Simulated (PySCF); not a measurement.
Electron correlation in Pb⁷⁵⁺ (lead, charge +75)

[He] 2s2 2p3, high-spin 4S determinant. Computed with PySCF 2.14 in an uncontracted even-tempered set (17 s from 59 bohr⁻², ratio 2.2; 10 p from 76 bohr⁻², ratio 2.2; 5 d from 280 bohr⁻², ratio 2.4; 5 f from 420 bohr⁻², ratio 2.4; 4 g from 630 bohr⁻², ratio 2.4), with the non-relativistic Hamiltonian (point nucleus). Frozen: nothing; 7 electrons correlated; the 11 highest virtual orbitals of each spin left out.

MP2 pair energies summed by pair of shells (mhartree):

| pair | energy | share (%) |
| --- | --- | --- |
| 2s-2p | -94.70 | 44.2 |
| 1s-1s | -37.63 | 17.5 |
| 2p-2p | -28.95 | 13.5 |
| 1s-2p | -28.12 | 13.1 |
| 2s-2s | -13.97 | 6.5 |
| 1s-2s | -11.09 | 5.2 |

Total MP2 correlation energy: -214.46 mhartree.

At this charge a non-relativistic calculation is a model, useful for the Z dependence of the correlation energy.

Spin-orbit coupling is strong in this species, so the high-spin LS determinant is a model state.
